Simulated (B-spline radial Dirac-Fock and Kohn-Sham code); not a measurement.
**Energy-loss ionisation edge N5 of Xe**

System: the Xe atom, 1s2 2s2 2p6 3s2 3p6 3d10 4s2 4p6 4d10 5s2 5p6. Method: the first Born approximation with generalised oscillator strengths from a Dirac-Hartree-Slater potential (longitudinal and transverse terms; continuum final states only, so no white lines or fine structure). Computed with a radial B-spline solver. The edge is taken at 67.50 eV (tabulated value).

Partial cross sections σ(β, Δ) in barn, integrated over a window Δ above the edge and up to the collection semi-angle β, for parallel illumination:

```
E₀ (kV)  β (mrad)  Δ = 25 eV  Δ = 50 eV  Δ = 100 eV  Δ = 200 eV  Δ = 300 eV
     60        10     397000     452000      463000      472000      477000
     60        20     477000     551000      569000      585000      593000
     60        50     518000     608000      642000      673000      689000
     80        10          ?          ?           ?           ?           ?
     80        20     401000     465000      482000      496000      504000
     80        50     424000     498000      526000      553000      567000
     80       100     425000     500000      528000      557000      574000
    100        50     366000     430000      454000      478000      491000
    120        20     318000     370000      385000      398000      405000
    120        50     327000     384000      405000      426000      438000
    200        50     247000     289000      305000      321000      330000
    300         5     176000     201000      206000      210000      213000
    300        20     206000     241000      253000      265000      271000
    300        50     207000     243000      255000      268000      276000
```

Problem. Give the row for 80 kV and 10 mrad.

Solution. 344000 b for 25 eV, 393000 b for 50 eV, 403000 b for 100 eV, 411000 b for 200 eV, 416000 b for 300 eV.
